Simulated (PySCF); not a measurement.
A structure optimised at PBE-D3(BJ)/def2-SVP, used in a PySCF frequency run:

```xyz
10

C      1.1083    -0.9961     0.0000
C      1.4040     0.3092     0.0000
Si    -0.3258     1.0991     0.0000
C     -1.2294    -0.5602     0.0000
C     -0.2608    -1.5220     0.0000
H      2.4035     0.7677     0.0000
H     -0.6073     1.9312     1.2235
H     -0.6073     1.9312    -1.2235
H     -2.3049    -0.7946     0.0000
H     -0.4553    -2.6080     0.0000
```
Charge 0, spin multiplicity 2.

Question: Write its SMILES, formula and point group.

Answer: [C]1=C[SiH2]C=C1, C4H5Si, Cs

Question: What are its rotational constants (standard atomic weights)?

Answer: 6.7190, 5.1848, 3.0325 GHz
